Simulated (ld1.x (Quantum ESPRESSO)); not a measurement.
**zirconium, PAW: configuration errors across variants**

Zr (Z = 40), PAW, made with ld1.x (Quantum ESPRESSO) 7.5 (PBE, fully relativistic). Core [Ar] 3d10, reference 4s2 4p6 4d2 5s0 5p0 (charge +2). Waves: 4s (bound): rcut 1.95, rcutus 2.25 bohr; 5s (bound, empty): rcut 1.95, rcutus 2.25 bohr; 4p (bound): rcut 1.75, rcutus 2.05 bohr; 5p (bound, empty): rcut 1.75, rcutus 2.05 bohr; 4d (bound): rcut 1.70, rcutus 2.00 bohr; 4d channel at -0.95 Ry: rcut 1.70, rcutus 2.00 bohr. Local part: all-electron potential smoothed inside 1.85 bohr (lloc = -1). Core correction: a·sin(br)/r model core, default radius (ld1.x builds one for every PAW set, though the input has nlcc=.false.). Augmentation charge: BESSEL, radius 1.55 bohr.

Open shells are filled in proportion to 2j + 1 (rel_dist='average').

All-electron excitation energies from the reference (eV): (1) 4s2 4p6 4d2 5s2 5p0 -20.077; (2) 4s2 4p6 4d2 5s1 5p0 -12.940; (3) 4s2 4p6 4d1 5s0 5p0 22.624; (4) 4s2 4p6 4d2 5s0 5p1 -9.228; (5) 4s2 4p6 4d1 5s2 5p1 -17.078; (6) 4s2 4p6 4d3 5s1 5p0 -18.882; (7) 4s2 4p6 4d2.5 5s1.5 5p0 -19.563.

The default core radius of the base comes out at 0.80 bohr.

The overlap operator is not positive definite (basis up to 400 Ry) in “type ultrasoft; local potential all-electron potential smoothed inside 1.75 bohr (lloc = -1); core correction none; augmentation PSQ, radius 1.75 bohr”. Such files are unfit for use, however small their errors in these radial tests.

2 further variants failed, have other tests or another functional or relativity, and are left out.

Errors AE − PS in meV (a dash: test not solved or not reliable):

```tsv
change	(1)	(2)	(3)	(4)	(5)	(6)	(7)	bound ghosts
base	+3.1	+1.3	+1.3	0.0	+7.3	+0.3	+1.1	not determined
local potential all-electron potential smoothed inside 1.60 bohr (lloc = -2)	-13	-5.9	-32	-0.2	-61	+1.4	-1.4	not determined
core correction a·sin(br)/r model core inside 2.44 bohr	+3.1	+1.3	+1.3	0.0	+7.3	+0.3	+1.1	not determined
all radii but the core radius scaled by about 1.25 (s 2.82, p 2.58, d 2.50 bohr, rcut 2.44/2.20/2.14); local potential all-electron potential smoothed inside 2.32 bohr (lloc = -1); augmentation BESSEL, radius 1.94 bohr	–	–	–	–	–	–	–	not determined
augmentation BESSEL, radius 1.80 bohr	+20	+8.0	+3.8	0.0	+45	+2.1	+8.0	not determined
waves 4s (bound): rcut 1.32, rcutus 1.40 bohr; 5s (bound): rcut 1.32, rcutus 1.40 bohr	0.0	0.0	+1.4	0.0	+0.9	+0.1	0.0	not determined
type ultrasoft; local potential all-electron potential smoothed inside 1.75 bohr (lloc = -1); core correction none; augmentation PSQ, radius 1.75 bohr	-2.0	-0.4	+7.3	+11	+4.3	+2.4	+0.8	not determined (overlap not positive)
```

**Question.** Give the same row for: waves 4p (bound): rcut 1.68, rcutus 1.78 bohr; 5p (bound): rcut 1.68, rcutus 1.78 bohr.

**Answer.** +29, +14, -0.1, 0.0, +41, +6.9, +16; bound ghosts: not determined.
